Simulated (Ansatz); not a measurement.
Total energies of ClIn, SMILES `[Cl][In]`.

Z-matrix (Å, degrees):
```
Cl
In 1 2.413
```

Charge 0, multiplicity 1. Correlated methods include outer-core shells of In, which these sets cover unevenly. In takes the def2 core potential. The structure was optimised at the PBE0-D4/def2-TZVP level. Basis def2-TZVPP, Ansatz.

RPA on PBE orbitals: Hartree–Fock energy of these orbitals -648.78247 Eh, correlation -0.67271 Eh (frozen core).

| functional | energy without D4 (Eh) | D4 term (kJ/mol) |
| --- | --- | --- |
| LDA (SPW92) | -648.62693 | – |
| PBE | -650.24819 | -4.3 |
| revPBE | -650.40187 | -8.8 |
| BLYP | -650.39658 | -8.9 |
| r2SCAN | -650.47008 | -0.7 |
| B97M-V | -650.31355 | – |
| PBE0 | -650.27956 | -3.6 |
| B3LYP | -650.51853 | -7.2 |
| r2SCANh | -650.45444 | -0.9 |
| r2SCAN0 | -650.43166 | -1.0 |
| HSE06 (plane-wave form) | -650.27085 | -3.5 |
| BHLYP | -650.35582 | -7.9 |
| CAM-B3LYP | -650.42405 | -3.8 |
| LC-ωPBE | -650.32004 | – |
| ωB97X-V | -650.33565 | – |
| ωB97M-V | -650.35635 | – |
| B2PLYP | -650.09169 | – |
| PBE-QIDH | -649.98678 | – |

B3LYP takes the VWN-RPA correlation (the form of Gaussian; ORCA's B3LYP/G). HSE06 is the plane-wave form, built on full-range PBE exchange. The double hybrids freeze the cores in their second-order part.

LC-ωPBE has ω = 0.4 bohr⁻¹.
